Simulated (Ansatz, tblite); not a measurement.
Isomers of ZrO2⁻ (doublet), found by a short tight-binding search and relaxed with PBE-D4/def2-TZVPD in Ansatz.

In the def2 sets Zr takes a core potential; there is no spin–orbit coupling. The xTB rows come from tblite. Correlated methods freeze 2 core orbitals; core or outer-core shells of Zr are correlated, in sets that lack core-valence functions.

Run but left out: HF/def2-TZVPPD, r2SCAN-D4/def2-TZVPD, PBE-QIDH/def2-TZVPD, MP2/def2-TZVPPD, CCSD/def2-TZVPPD, CCSD(T)/def2-TZVPPD (A: ⟨S²⟩ 1.08 to 1.44, where a pure state has 0.75).

A: At PBE-D4/def2-TZVPD, PBE0-D4/def2-TZVPD, B2PLYP/def2-TZVPD the charge -1 doublet is spin-contaminated (final ⟨S²⟩ up to 0.89, 0.75 for a pure state). At PBE-D4/def2-TZVPD, PBE0-D4/def2-TZVPD the highest occupied level of the charge -1 doublet lies above zero (up to 1.43 eV). It is a level of α spin, whose loss leaves a singlet; that state wasn't run at this geometry and level. The electron is either unbound and held by the finite basis, or the level is raised by self-interaction error. It holds 1 O–O bond. B: At PBE-D4/def2-TZVPD the highest occupied level of the charge -1 doublet lies above zero (up to 0.46 eV). By energy differences its removal costs 1.68 eV (vertical, to the charge 0 singlet, at PBE-D4/def2-TZVPD); a positive level beside a positive removal energy at the same level points to self-interaction error.

Other spin states were run for one of them alone.

A:

```xyz
3

Zr   -0.911    0.808    0.135
O     0.767   -0.157    0.554
O     0.144   -0.651   -0.689
```

B:

```xyz
3

Zr    0.0430   -0.0462   -0.7063
O    -1.3417   -0.6325    0.3157
O     1.2987    0.6787    0.3907
```

Q: Estimate which lies lowest at each level, and how far above it the others are (kJ/mol).

A: 
```tsv
level	A	B
GFN1-xTB	604.2	0.0
GFN2-xTB	326.8	0.0
PBE-D4/def2-TZVPD	458.8	0.0
PBE0-D4/def2-TZVPD	445.8	0.0
B2PLYP/def2-TZVPD	485.4	0.0
```
Point groups (tolerance 0.1 Å): A C2v, B C2v. Lower isomers may exist.
